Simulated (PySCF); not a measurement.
Calculation: PBE0-D3(BJ)/def2-TZVP (PySCF). Isolated molecules, 0 K electronic values unless said otherwise. Excitations are Tamm–Dancoff values on a coarser integration grid. The basis has no diffuse functions, so Rydberg states are missing or too high.

Reference species (SMILES): `C[Si]1[SiH2][SiH]=1` (neutral, multiplicity 1).

```json
{
 "HOMO": "-5.85 eV",
 "S1–T1 gap (TDA)": "1.71 eV",
 "S1 oscillator strength": "0.068"
}
```

After one change: the HOMO decreases by 0.17 eV; the S1–T1 gap (TDA) stays essentially unchanged; the S1 oscillator strength hardly moves.

Task: Name the change that produced these shifts. The new species is one of these.
(A) `C1[SiH]=[SiH][SiH2]1`
(B) `[SiH2]=C[SiH]=[SiH2]` (Si–C–Si–Si torsion 48°)
(C) `[SiH2]=C=[SiH][SiH3]`
(D) `C[SiH]1[SiH]=[SiH]1`

Result: D, `C[SiH]1[SiH]=[SiH]1`
